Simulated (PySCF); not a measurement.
## Electron correlation in Hf³⁺ (hafnium, charge +3)

[Xe] 4f14 5d1, 2D determinant. Calculation: PySCF 2.14, in ANO-RCC-VTZP (8s7p5d3f2g1h, 104 functions); scalar relativity by spin-free X2C-1e. Frozen: [Kr] 4d10 4f14; 9 electrons correlated.

```tsv
level	correlation energy (mhartree)
CCSD	-195.50
(T)	-2.97
CCSD(T)	-198.47
```

Diagnostics: T1 = 0.0021, D1 = 0.0055, largest double amplitude 0.021.

Q: Is a single reference adequate?

A: Yes, within this model without spin-orbit coupling: T1 lies below 0.03 and no double amplitude reaches 0.07.
